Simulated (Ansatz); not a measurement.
Steps of a relaxation of C$_{2}$H$_{4}$NSi, SMILES `C[SiH]C#N` radical with UKS PBE0-D4/def2-TZVP.

```sh
$ ansatz run in.yaml --threads 2 --pin off --events-out ev --progress --plain --max-ram 20480MiB --backend cpu
```

```yaml
crystal:
  periodic: [false, false, false]
  atoms:
    - {symbol: C, position_ang: [-0.652036, 0.930185, -0.362877]}
    - {symbol: Si, position_ang: [0.069378, -0.295306, 0.874145]}
    - {symbol: C, position_ang: [1.507378, -1.201637, 0.147244]}
    - {symbol: N, position_ang: [2.481485, -1.720600, -0.263210]}
    - {symbol: H, position_ang: [0.122711, 1.646693, -0.699484]}
    - {symbol: H, position_ang: [-1.482060, 1.498612, 0.101376]}
    - {symbol: H, position_ang: [-1.044401, 0.392523, -1.251755]}
    - {symbol: H, position_ang: [-0.910255, -1.307471, 1.398660]}
basis:
  gaussian: {orbitals: def2-TZVP}
magnetization: {spin_polarized: true, initial_magnetization: 1}
hamiltonian: {xc: pbe0, dispersion: d4}
relax: {f_tol: 0.005, max_steps: 150}
```

Positions (Å) and forces (eV/Å) along the path, 6 of 6 steps:

```xyz
8
step=1 energy=-11499.3073 eV
C    -0.652    0.930   -0.363   -0.049    0.083   -0.158
Si    0.069   -0.295    0.874   -0.176   -0.037   -0.162
C     1.507   -1.202    0.147    1.856   -0.987   -0.803
N     2.481   -1.721   -0.263   -2.082    1.108    0.879
H     0.123    1.647   -0.699   -0.373   -0.354    0.169
H    -1.482    1.499    0.101    0.403   -0.283   -0.213
H    -1.044    0.393   -1.252    0.189    0.266    0.433
H    -0.910   -1.307    1.399    0.234    0.205   -0.145
8
step=2 energy=-11499.3577 eV
C    -0.644    0.922   -0.360    0.004    0.003    0.011
Si    0.070   -0.284    0.881   -0.080   -0.005   -0.136
C     1.494   -1.191    0.144   -0.055    0.063    0.056
N     2.444   -1.703   -0.266    0.015   -0.022   -0.021
H     0.121    1.633   -0.690   -0.106   -0.094    0.044
H    -1.471    1.480    0.093    0.109   -0.066   -0.068
H    -1.025    0.385   -1.240    0.058    0.065    0.132
H    -0.896   -1.299    1.382    0.054    0.055   -0.018
8
step=3 energy=-11499.3598 eV
C    -0.643    0.920   -0.359    0.014   -0.028    0.037
Si    0.066   -0.285    0.876   -0.004    0.004   -0.039
C     1.491   -1.188    0.143   -0.039    0.040    0.037
N     2.442   -1.699   -0.266    0.024   -0.023   -0.022
H     0.120    1.626   -0.689    0.002    0.001   -0.001
H    -1.465    1.480    0.091   -0.001    0.002   -0.003
H    -1.023    0.385   -1.233   -0.003   -0.001   -0.006
H    -0.896   -1.296    1.381    0.005    0.005   -0.003
8
step=4 energy=-11499.3599 eV
C    -0.643    0.919   -0.358    0.003   -0.006    0.009
Si    0.066   -0.285    0.876   -0.004   -0.003   -0.007
C     1.491   -1.186    0.144    0.013    0.007    0.010
N     2.441   -1.698   -0.267   -0.009   -0.004   -0.005
H     0.121    1.625   -0.688    0.001    0.003   -0.003
H    -1.465    1.480    0.091   -0.002    0.003   -0.001
H    -1.023    0.384   -1.233   -0.002    0.001   -0.004
H    -0.896   -1.296    1.379    0.000   -0.001    0.001
8
step=5 energy=-11499.3600 eV
C    -0.643    0.919   -0.358   -0.004   -0.004   -0.004
Si    0.064   -0.286    0.875    0.006    0.008    0.012
C     1.493   -1.184    0.146   -0.012    0.002    0.000
N     2.440   -1.699   -0.269    0.007   -0.003   -0.002
H     0.121    1.624   -0.688    0.002   -0.003    0.002
H    -1.464    1.481    0.090    0.000   -0.001    0.001
H    -1.023    0.385   -1.233   -0.001    0.000   -0.002
H    -0.895   -1.298    1.381    0.001    0.001   -0.008
8
step=6 energy=-11499.3600 eV
C    -0.643    0.919   -0.358    0.000    0.002   -0.001
Si    0.065   -0.285    0.877   -0.003    0.001    0.001
C     1.492   -1.184    0.146    0.002   -0.001   -0.001
N     2.439   -1.699   -0.269   -0.001    0.000    0.000
H     0.122    1.624   -0.688    0.000    0.001    0.000
H    -1.465    1.481    0.090    0.000    0.000    0.001
H    -1.023    0.384   -1.233    0.001   -0.002    0.001
H    -0.895   -1.298    1.379    0.001    0.000   -0.001
```

Run time 30 s (2 threads of an AMD EPYC 7R13 on a shared host); peak host memory 0.4 GiB.
